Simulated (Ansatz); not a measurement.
The cluster KH₂⁻. Total charge -1; singlet. Geometry B3LYP-D4/def2-TZVPD, that of the charge -1 singlet.

Cartesian coordinates in Å:
```
K -0.005 0.000 0.000
H 0.081 -1.266 2.175
H -0.076 1.267 -2.175
```

At PBE-D4/def2-TZVPD, r2SCAN-D4/def2-TZVPD the highest occupied level of the charge -1 singlet lies above zero (up to 0.43 eV). By energy differences its removal costs 1.85 eV (vertical, to the charge 0 doublet, at PBE-D4/def2-TZVPD); a positive level beside a positive removal energy at the same level points to self-interaction error. The structure comes from a short search, and lower isomers may exist.

Question: Estimate the orbital energies around the gap (eV) in Ansatz with PBE-D4/def2-TZVPD, r2SCAN-D4/def2-TZVPD, PBE0-D4/def2-TZVPD.

Answer: 
```
orbital  PBE-D4/def2-TZVPD  r2SCAN-D4/def2-TZVPD  PBE0-D4/def2-TZVPD
 HOMO−5             -29.87                -31.28              -33.22
 HOMO−4             -13.82                -14.46              -15.79
 HOMO−3             -13.82                -14.46              -15.79
 HOMO−2             -13.46                -14.06              -15.45
 HOMO−1               0.00                 -0.09               -0.91
   HOMO               0.43                  0.31               -0.46
   LUMO               2.44                  2.89                2.74
 LUMO+1               2.44                  2.89                2.74
 LUMO+2               2.50                  2.98                2.87
 LUMO+3               3.05                  3.82                3.38
 LUMO+4               3.95                  4.72                4.56
 LUMO+5               4.72                  5.35                5.25
 β HOMO               0.43                  0.31               -0.46
 β LUMO               2.44                  2.89                2.74
```
